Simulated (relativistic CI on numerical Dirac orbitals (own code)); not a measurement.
## Line list: Forbidden lines, Tm20+

Method of calculation: Dirac-Coulomb-Breit CI, separate exchange-only KLI orbitals for each configuration, QED by a radiative potential, unscaled Slater integrals (own radial code, finite nucleus).

CI space (outside the closed core [Ar] 3d10): 4s²4p⁶4d¹⁰4f³, 4s²4p⁶4d¹⁰4f²5s, 4s²4p⁶4d¹⁰4f5s², 4s²4p⁶4d¹⁰4f²5p, 4s²4p⁶4d¹⁰4f5s5p, 4s²4p⁶4d⁹4f⁴, 4s²4p⁶4d¹⁰4f5p², 4s²4p⁶4d¹⁰4f5s5d, 4s²4p⁶4d¹⁰4f²5d, 4s²4p⁶4d¹⁰4f5p5d, 4s²4p⁶4d⁹4f²5s², 4s²4p⁵4d¹⁰4f⁴, 4s²4p⁶4d¹⁰4f²5f, 4s²4p⁶4d⁹4f³5s, 4s²4p⁶4d¹⁰4f5d², 4s²4p⁶4d¹⁰4f²6s, 4s²4p⁶4d⁹4f²5s5p, 4s²4p⁶4d¹⁰4f²6p, 4s²4p⁶4d⁹4f³5p, 4s²4p⁶4d¹⁰4f²5g, 4s4p⁶4d¹⁰4f⁴, 4s²4p⁶4d¹⁰4f²6d, 4s²4p⁶4d¹⁰4f²6f, 4s²4p⁵4d¹⁰4f²5s², 4s²4p⁶4d¹⁰4f²7s, 4s²4p⁶4d⁸4f³5s², 4s²4p⁶4d¹⁰4f²7p, 4s²4p⁵4d¹⁰4f²5s5p, 4s4p⁶4d¹⁰4f²5s². Levels of other configurations are missing.

| λ vac (nm) | Lower | Upper | Type | A (s⁻¹) | log gf |
| --- | --- | --- | --- | --- | --- |
| 126.96 | 4s²4p⁶4d¹⁰4f³ ⁴I°9/2 [1] | 4s²4p⁶4d¹⁰4f³ ²I°11/2 [25] | M1 | 1.25e+01 | -7.44 |
| 169.59 | 4s²4p⁶4d¹⁰4f³ ⁴I°11/2 [2] | 4s²4p⁶4d¹⁰4f³ ²G°9/2 [21] | M1 | 5.30e+00 | -7.64 |
| 200.31 | 4s²4p⁶4d¹⁰4f³ ⁴I°11/2 [2] | 4s²4p⁶4d¹⁰4f³ ⁴G°9/2 [17] | M1 | 1.27e+01 | -7.12 |
| 200.86 | 4s²4p⁶4d¹⁰4f³ ⁴I°9/2 [1] | 4s²4p⁶4d¹⁰4f³ ⁴G°7/2 [12] | M1 | 6.85e+00 | -7.48 |
| 208.19 | 4s²4p⁶4d¹⁰4f³ ⁴I°9/2 [1] | 4s²4p⁶4d¹⁰4f³ ⁴F°9/2 [11] | M1 | 1.62e+01 | -6.98 |
| 208.86 | 4s²4p⁶4d¹⁰4f³ ⁴I°13/2 [3] | 4s²4p⁶4d¹⁰4f³ ⁴G°11/2 [20] | M1 | 1.04e+01 | -7.09 |
| 216.54 | 4s²4p⁶4d¹⁰4f³ ⁴F°3/2 [5] | 4s²4p⁶4d¹⁰4f³ ⁴D°5/2 [23] | M1 | 1.51e+01 | -7.20 |
| 220.88 | 4s²4p⁶4d¹⁰4f³ ⁴F°5/2 [7] | 4s²4p⁶4d¹⁰4f³ ²D°3/2 [26] | M1 | 5.92e+01 | -6.76 |
| 221.14 | 4s²4p⁶4d¹⁰4f³ ²H°9/2 [6] | 4s²4p⁶4d¹⁰4f³ ²I°11/2 [25] | M1 | 1.19e+01 | -6.98 |
| 231.46 | 4s²4p⁶4d¹⁰4f³ ⁴I°11/2 [2] | 4s²4p⁶4d¹⁰4f³ ²K°13/2 [14] | M1 | 9.28e+01 | -5.98 |
| 237.82 | 4s²4p⁶4d¹⁰4f³ ⁴I°13/2 [3] | 4s²4p⁶4d¹⁰4f³ ²K°15/2 [18] | M1 | 6.92e+01 | -6.03 |
| 251.97 | 4s²4p⁶4d¹⁰4f³ ⁴I°11/2 [2] | 4s²4p⁶4d¹⁰4f³ ²H°11/2 [13] | M1 | 3.02e+01 | -6.46 |
| 266.30 | 4s²4p⁶4d¹⁰4f³ ⁴I°11/2 [2] | 4s²4p⁶4d¹⁰4f³ ⁴F°9/2 [11] | M1 | 1.90e+01 | -6.70 |
| 278.73 | 4s²4p⁶4d¹⁰4f³ ⁴F°7/2 [8] | 4s²4p⁶4d¹⁰4f³ ⁴D°5/2 [23] | M1 | 1.81e+01 | -6.90 |
| 298.08 | 4s²4p⁶4d¹⁰4f³ ⁴I°9/2 [1] | 4s²4p⁶4d¹⁰4f³ ²H°9/2 [6] | M1 | 8.60e+01 | -5.94 |
| 300.39 | 4s²4p⁶4d¹⁰4f³ ⁴I°13/2 [3] | 4s²4p⁶4d¹⁰4f³ ²K°13/2 [14] | M1 | 3.28e+01 | -6.21 |
| 305.48 | 4s²4p⁶4d¹⁰4f³ ⁴I°15/2 [4] | 4s²4p⁶4d¹⁰4f³ ²K°15/2 [18] | M1 | 7.54e+01 | -5.77 |
| 327.46 | 4s²4p⁶4d¹⁰4f³ ²K°13/2 [14] | 4s²4p⁶4d¹⁰4f³ ²L°15/2 [28] | M1 | 7.15e+01 | -5.74 |
| 334.54 | 4s²4p⁶4d¹⁰4f³ ⁴G°5/2 [10] | 4s²4p⁶4d¹⁰4f³ ⁴D°5/2 [23] | M1 | 1.71e+01 | -6.76 |
| 335.86 | 4s²4p⁶4d¹⁰4f³ ⁴I°13/2 [3] | 4s²4p⁶4d¹⁰4f³ ²H°11/2 [13] | M1 | 4.26e+01 | -6.06 |
| 336.01 | 4s²4p⁶4d¹⁰4f³ ⁴F°3/2 [5] | 4s²4p⁶4d¹⁰4f³ ²D°3/2 [16] | M1 | 3.60e+01 | -6.61 |
| 345.43 | 4s²4p⁶4d¹⁰4f³ ⁴F°7/2 [8] | 4s²4p⁶4d¹⁰4f³ ²D°5/2 [22] | M1 | 5.00e+01 | -6.27 |
| 348.30 | 4s²4p⁶4d¹⁰4f³ ⁴F°7/2 [8] | 4s²4p⁶4d¹⁰4f³ ²G°9/2 [21] | M1 | 1.31e+01 | -6.62 |
| 349.68 | 4s²4p⁶4d¹⁰4f³ ²H°11/2 [13] | 4s²4p⁶4d¹⁰4f³ ²I°11/2 [25] | M1 | 2.70e+01 | -6.23 |
| 372.36 | 4s²4p⁶4d¹⁰4f³ ²H°9/2 [6] | 4s²4p⁶4d¹⁰4f³ ⁴G°9/2 [17] | M1 | 2.66e+01 | -6.26 |
| 433.03 | 4s²4p⁶4d¹⁰4f³ ⁴F°5/2 [7] | 4s²4p⁶4d¹⁰4f³ ²D°3/2 [16] | M1 | 4.98e+01 | -6.25 |
| 433.54 | 4s²4p⁶4d¹⁰4f³ ⁴I°11/2 [2] | 4s²4p⁶4d¹⁰4f³ ²H°9/2 [6] | M1 | 2.63e+01 | -6.13 |
| 450.86 | 4s²4p⁶4d¹⁰4f³ ²D°3/2 [16] | 4s²4p⁶4d¹⁰4f³ ²D°3/2 [26] | M1 | 1.15e+02 | -5.85 |
| 459.13 | 4s²4p⁶4d¹⁰4f³ ²K°15/2 [18] | 4s²4p⁶4d¹⁰4f³ ²L°15/2 [28] | M1 | 4.88e+01 | -5.61 |
| 467.03 | 4s²4p⁶4d¹⁰4f³ ⁴F°9/2 [11] | 4s²4p⁶4d¹⁰4f³ ²G°9/2 [21] | M1 | 8.64e+01 | -5.55 |
| 487.33 | 4s²4p⁶4d¹⁰4f³ ⁴F°5/2 [7] | 4s²4p⁶4d¹⁰4f³ ⁴G°7/2 [15] | M1 | 2.07e+01 | -6.23 |
| 508.65 | 4s²4p⁶4d¹⁰4f³ ⁴G°7/2 [12] | 4s²4p⁶4d¹⁰4f³ ²G°9/2 [21] | M1 | 1.14e+01 | -6.36 |
| 518.76 | 4s²4p⁶4d¹⁰4f³ ²H°11/2 [13] | 4s²4p⁶4d¹⁰4f³ ²G°9/2 [21] | M1 | 1.93e+01 | -6.11 |
| 521.23 | 4s²4p⁶4d¹⁰4f³ ⁴S°3/2 [9] | 4s²4p⁶4d¹⁰4f³ ²D°3/2 [16] | M1 | 8.12e+01 | -5.88 |
| 552.33 | 4s²4p⁶4d¹⁰4f³ ²H°11/2 [13] | 4s²4p⁶4d¹⁰4f³ ⁴G°11/2 [20] | M1 | 1.56e+01 | -6.07 |
| 592.24 | 4s²4p⁶4d¹⁰4f³ ⁴F°7/2 [8] | 4s²4p⁶4d¹⁰4f³ ⁴G°7/2 [15] | M1 | 1.97e+01 | -6.08 |
| 601.62 | 4s²4p⁶4d¹⁰4f³ ²H°9/2 [6] | 4s²4p⁶4d¹⁰4f³ ²H°11/2 [13] | M1 | 3.93e+01 | -5.59 |
| 690.30 | 4s²4p⁶4d¹⁰4f³ ²H°9/2 [6] | 4s²4p⁶4d¹⁰4f³ ⁴F°9/2 [11] | M1 | 4.07e+01 | -5.54 |
| 788.28 | 4s²4p⁶4d¹⁰4f³ ⁴F°5/2 [7] | 4s²4p⁶4d¹⁰4f³ ⁴G°7/2 [12] | M1 | 2.34e+01 | -5.76 |
| 845.63 | 4s²4p⁶4d¹⁰4f³ ⁴G°7/2 [15] | 4s²4p⁶4d¹⁰4f³ ²G°9/2 [21] | M1 | 2.28e+01 | -5.61 |
| 917.46 | 4s²4p⁶4d¹⁰4f³ ⁴G°5/2 [10] | 4s²4p⁶4d¹⁰4f³ ⁴G°7/2 [15] | M1 | 2.79e+01 | -5.55 |
| 941.88 | 4s²4p⁶4d¹⁰4f³ ⁴G°7/2 [12] | 4s²4p⁶4d¹⁰4f³ ⁴G°9/2 [17] | M1 | 3.10e+01 | -5.38 |
| 954.04 | 4s²4p⁶4d¹⁰4f³ ⁴I°9/2 [1] | 4s²4p⁶4d¹⁰4f³ ⁴I°11/2 [2] | M1 | 4.57e+01 | -5.13 |
| 1008.7 | 4s²4p⁶4d¹⁰4f³ ⁴I°11/2 [2] | 4s²4p⁶4d¹⁰4f³ ⁴I°13/2 [3] | M1 | 4.49e+01 | -5.02 |
| 1073.7 | 4s²4p⁶4d¹⁰4f³ ⁴I°13/2 [3] | 4s²4p⁶4d¹⁰4f³ ⁴I°15/2 [4] | M1 | 2.49e+01 | -5.16 |

Terms are leading LS components. Brackets give the number of a level in order of energy, since labels repeat. The list gives strong lines, with weight on those to low levels, among the lowest 400 of 9879 levels, so that lines to higher ones, which can be the strongest, are missing. Levels whose partners in the same complex of configurations lie outside the list can be far off, and so can their lines. Rates are taken at the computed energies, electric ones in the length gauge.

At this charge transitions that keep the count of f electrons are usually good to a few per cent. Terms inside the open d or f shell come out 10 to 20 % too wide with unscaled integrals. Levels that differ in their count of f electrons can be misplaced by several ten thousand cm⁻¹, since the correlation energy of f electrons is missing or only estimated; rates across such gaps can be off by orders of magnitude.

LS names give the leading component of a level, which can be under half, so a name can repeat, a term be missing and a line seem to break the LS rules.
